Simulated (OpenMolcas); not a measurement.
## Cr4+: ligand-field states by method

Cr4+ with 6 ligands (fluoride) in octahedral coordination (Oh) at 1.86 Å. A charge of +0.333 e stands 2.8 Å behind each ligand. Ligand basis ANO-RCC-VTZP.
```
Cr    0.0000    0.0000    0.0000
F     1.8600    0.0000    0.0000
F     0.0000    1.8600    0.0000
F    -1.8600    0.0000    0.0000
F     0.0000   -1.8600    0.0000
F     0.0000    0.0000    1.8600
F     0.0000    0.0000   -1.8600
```

```json
{
 "Program": "OpenMolcas 26.06",
 "Basis": "ANO-RCC-VTZP [6s5p3d2f1g]",
 "Scalar Hamiltonian": "DKH2, point nucleus",
 "Active space": "2 electrons in 5 orbitals (3d)",
 "State averaging": "2S+1 = 3 even, 10 roots; 2S+1 = 1 even, 15 roots",
 "Spin-orbit coupling": "state interaction with AMFI integrals over the reference wave functions"
}
```

I. CASSCF
II. SS-CASPT2, IPEA 0.25 Eh, imaginary shift 0.1 Eh (closed shells correlated: 3s 3p and the ligand valence shells)

Spin-free states (labels of O, the rotations of Oh) in cm-1, each column counted from its own energy of the first state listed:

```csv
State,Degeneracy,I,II
3T1,3,0,0
1T2,3,15434,10680
1E,2,15908,11190
3T2,3,17032,21170
3T1,3,31014,31360
1A1,1,32214,24600
1T2,3,33523,32640
3A2,1,36062,44050
1T1,3,37129,36010
1E,2,52023,54110
1A1,1,72857,67990
```

From I to II, I's first state of the same spin (3T2) moves from 17032 to 21170 cm-1, by about +4100 cm-1.

From I to II, I's first state of another spin (1T2) moves from 15434 to 10680 cm-1, by about -4800 cm-1.

I: A least-squares ligand-field fit to the states below 45000 cm-1, each weighted by its degeneracy and with a free common offset, gives 10Dq = 18369 cm-1, B = 1050 cm-1 and C = 3987 cm-1 (C/B = 3.80), with an rms deviation of 386 cm-1. 

II: A least-squares ligand-field fit to the states below 45000 cm-1, each weighted by its degeneracy and with a free common offset, gives 10Dq = 22526 cm-1, B = 796 cm-1 and C = 2723 cm-1 (C/B = 3.42), with an rms deviation of 297 cm-1. The same method and metal basis give the free ion B = 1127 cm-1 (fit to its terms below 60000 cm-1, rms deviation 686 cm-1), so the nephelauxetic ratio is β = 796 / 1127 = 0.71; it hangs on how both fits weigh the states, and computed free-ion B values tend to be too large, so β mixes covalency with correlation.

From I to II, 10Dq changes by +23 %, B by -24 % and C by -32 %.

χT at 300 K: I 0.72, II 0.72 cm3 K/mol.

Roots that are degenerate in the reference are averaged as groups; the widest CASPT2 spread within a group is 49 cm-1 (the 3-fold group of multiplicity 3 near 21200 cm-1 above the lowest state of its run, II). Shifts and gaps below about the spread of the groups concerned are not significant. Over all roots computed the reference weight is 0.68 to 0.70 in II; a low but even weight reflects the number of correlated electrons. An orbital triplet at a regular site is open to Jahn-Teller coupling, which can distort the site and quench the lowest spin-orbit gaps and is left out. The least metal-like active orbital is 80 % on the metal (Löwdin) and no ligand orbital is active, so the numbers are rough. Ligand-to-metal charge-transfer states are missing. With no ligand orbital active B as a rule stays too high, so bands that hang on it stand too high and its fall with covalency is understated. Without dynamic correlation the repulsion within the d shell is too large (B by tens of per cent), so at a given field states of lower spin stand too high (holds for I). With metal d orbitals alone and no dynamic correlation the field as a rule comes out too small, by tens of per cent, by up to half for chloride and softer ligands (holds for I). With one d shell and no ligand orbital active, 10Dq can be off by a tenth or more (holds for II). No measured value stands beside these numbers; the geometry was imposed, not optimised, and the real ion may take another.
